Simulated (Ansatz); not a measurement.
Ru₃⁻, relaxed as a quartet with UKS PBE-D4/def2-TZVPD in Ansatz, starting from the PBE-D4/def2-TZVPD geometry of the charge -1 doublet. Force threshold 0.02 eV/Å.

In the def2 sets Ru takes a core potential; there is no spin–orbit coupling. The highest occupied level of the charge -1 quartet lies above zero (up to 0.28 eV). The electron is either unbound and held by the finite basis, or the level is raised by self-interaction error. At PBE-D4/def2-TZVPD a doublet of charge -1 lies 0.18 eV below the quartet, each at its own geometry. The structure comes from a short search, and lower isomers may exist.

Start:

```xyz
3

Ru    0.5164   -0.7149   -1.9179
Ru   -0.3200    0.9022    1.8722
Ru   -0.1964   -0.1873    0.0457
```

Problem. Estimate the energy that the relaxation releases and the steps that it takes.

Solution. 0.2 kcal/mol, in 4 steps; 9 s on 4 threads of Arm Neoverse V2 on a shared host. No frequencies were taken in this run, so the end may be a saddle point.

Problem. Does the start keep its bonding and symmetry?

Solution. By distances, no bond broke or formed. The bond that changes most is Ru1–Ru3, from 2.15 to 2.12 Å (atoms count from 1). Point group C2v at the start, C2v at the end, both within 0.05 Å.

Problem. Predict the relaxed structure.

Solution. 
```xyz
3

Ru    0.504   -0.718   -1.902
Ru   -0.327    0.891    1.867
Ru   -0.177   -0.173    0.035
```
Bond lengths (bridged metal pairs left out): 2 × Ru–Ru 2.12 Å.
